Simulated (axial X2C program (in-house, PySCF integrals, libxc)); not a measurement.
**RbH: cheaper levels and CCSD(T), with spin–orbit coupling**

All values were computed with an in-house relativistic program for diatomic molecules. Two-component (2c) means X2C with spin–orbit coupling and atomic mean-field two-electron Coulomb and Gaunt terms. Basis: Rb dyall-cv3z [12s13p8d4f1g], H dyall-v3z [6s2p1d] (cores contracted in-house); Gaussian nuclei, density fitting, unrestricted open shells. Masses: Rb 84.912 u, H 1.008 u.

State: Ω = 0 (closed shell); fragments Rb + H.

```json
{"level": "PBE0", "Re (Å)": "2.356", "ωe (cm⁻¹)": "938.7", "De (eV)": "1.68"}
{"level": "HF", "Re (Å)": "2.442", "ωe (cm⁻¹)": "913.4", "De (eV)": "0.836"}
{"level": "MP2", "Re (Å)": "2.352", "ωe (cm⁻¹)": "968.5", "De (eV)": "1.49"}
{"level": "CCSD", "Re (Å)": "2.376", "ωe (cm⁻¹)": "941.3", "De (eV)": "1.72"}
{"level": "BHandHLYP", "Re (Å)": "2.369", "ωe (cm⁻¹)": "949.4", "De (eV)": "1.73"}
```

Correlated methods: 10 electrons correlated (number of frozen shells: Rb 3 s, 2 p, 1 d; H none), 194 virtual spin orbitals or spinors in MP2, 90 natural virtuals in coupled cluster.

CCSD(T), same Hamiltonian and basis:

Re = 2.370 Å, ωe = 944.4 cm⁻¹, De = 1.72 eV; T1 = 0.011 (Lee–Taylor normalisation).

(1) Give the differences from CCSD(T) in the columns below.

The state is a single determinant with fixed occupations, the lowest that a limited PBE0 search found. Closed shells are restricted here (equal orbitals for both partners); the stretched side of such a curve lies too high. De is counted from the lowest determinant-based energies of the atoms at the same level, without counterpoise correction. CCSD and (T) use frozen natural virtuals with an MP2 correction for the truncation; (T) itself is uncorrected, so its De runs slightly low.

## Answers

(1) 

| level | ΔRe (Å) | Δωe (cm⁻¹) | ΔDe (eV) |
| --- | --- | --- | --- |
| PBE0 | -0.014 | -6 | -0.04 |
| HF | 0.072 | -31 | -0.88 |
| MP2 | -0.018 | 24 | -0.23 |
| CCSD | 0.006 | -3 | 0.00 |
| BHandHLYP | -0.001 | 5 | 0.01 |
